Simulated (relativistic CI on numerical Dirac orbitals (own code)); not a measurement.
**Radial parameters of Os LXV**

These numbers are calculated, not measured: Dirac-Coulomb-Breit CI, separate exchange-only KLI orbitals for each configuration, model QED (radiative potential, 1s self-energy scaled to tabulated hydrogen-like ionisation energies), unscaled Slater integrals (own radial code, finite nucleus).

Slater integrals F^k, G^k are unscaled and averaged over j, outside the closed core [Ne]; ζ comes from projecting the Hamiltonian with its Breit term on Σ l·s of the shell.

- 3s.3p: G^1(3s,3p) = 713330, ζ(3p) = 2.2546e+06 cm⁻¹; <r>(3s) = 0.1767, <r^2>(3s) = 0.03571, <r>(3p) = 0.1731, <r^2>(3p) = 0.03476 (bohr units).
- 3p2: F^2(3p,3p) = 561520, ζ(3p) = 2.2544e+06 cm⁻¹; <r>(3p) = 0.1732, <r^2>(3p) = 0.03481 (bohr units).
- 3s.3d: G^2(3s,3d) = 446920, ζ(3d) = 304730 cm⁻¹; <r>(3s) = 0.1767, <r^2>(3s) = 0.03573, <r>(3d) = 0.1532, <r^2>(3d) = 0.027 (bohr units).

Averages of the first 10 configurations, taken without configuration mixing, which lowers the lowest level and can move excited configurations by several eV; other configurations of the list can lie among them:

```tsv
Configuration	Parity	States	Average energy above the lowest level (eV)
3s2	even	1	4.2
3s.3p	odd	12	440.1
3p2	even	15	900.6
3s.3d	even	20	848.2
3d2	even	45	1705.5
3p.3d	odd	60	1298.2
3p.4s	odd	12	3875.6
3d.4s	even	20	4270.6
3s.4s	even	4	3423.4
3s.4p	odd	12	3610.7
```
